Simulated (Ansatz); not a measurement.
The first iterations of a band of CH8SSi2 (12 atoms, charge 0, multiplicity 1).

These are results of Ansatz, RKS PBE0-D4/def2-SVP, not measurements.

* movable images: 7
* climbing image: yes
* spring: 5.0 eV/Å²
* optimiser: quadratic models (default)
* start path: through a guess of the saddle point
* force threshold: 0.03 eV/Å
* iteration limit: 60
* end points: relaxed

First end point:

```xyz
12
Properties=species:S:1:pos:R:3
Si -0.280 -0.030 -0.720
Si 1.766 0.597 0.239
S -0.115 -2.102 -1.316
H 0.250 -2.542 -0.090
H -0.500 0.686 -2.013
C -1.723 0.264 0.447
H 2.038 -0.304 1.405
H 1.749 2.010 0.737
H 2.874 0.444 -0.750
H -2.661 -0.088 -0.008
H -1.576 -0.274 1.396
H -1.823 1.338 0.673
```

Last end point:

```xyz
12
Properties=species:S:1:pos:R:3
Si -1.069 -0.649 -1.145
Si 2.080 0.404 0.450
S -1.155 -2.522 -1.697
H 1.144 -0.569 -0.212
H -0.576 0.449 -2.034
C -1.760 0.070 0.431
H 2.192 0.044 1.892
H 1.508 1.776 0.310
H 3.407 0.325 -0.222
H -2.765 0.472 0.216
H -1.860 -0.704 1.205
H -1.145 0.904 0.806
```

| iteration | highest image above the first end (eV) | largest band force component (eV/Å) |
| --- | --- | --- |
| 1 | 4.424 | 5.457 |
| 2 | 2.985 | 2.883 |
| 3 | 2.683 | 1.795 |
| 4 | 2.460 | 1.235 |
| 5 | 2.341 | 1.411 |

Does the band converge within its limit, and where does its top end?

The forces met the threshold. It ended after 16 iterations with the highest image 2.202 eV above the first end. Neighbouring images differ by up to 1.3 eV, so the band resolves the path poorly. A vibrational analysis at the climbing image gives one clearly imaginary mode, 1096i cm⁻¹: a first-order saddle point. The orbitals stay closed-shell, which can raise the energy where a bond breaks towards radicals; this wasn't checked here.

The run took 5.4 min on 2 threads of Arm Neoverse V1 (shared host), peak memory 0.24 GiB.
